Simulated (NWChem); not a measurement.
Species: InI$_{2}$ cation; SMILES [I][In+][I]

Results from NWChem. Coordinates come from a PBE0/def2-SVP optimisation. def2 effective core potentials on In, I; no spin-orbit coupling. Level: PBE0/def2-SVPD; the question gives the wavelength of the field.

Q: Estimate the computed values for field static. Quantities: isotropic polarisability (bohr³); anisotropy (bohr³).

A: 
| Quantity | Result |
|---|---|
| isotropic polarisability (bohr³) | 100.8 |
| anisotropy (bohr³) | 99.3 |
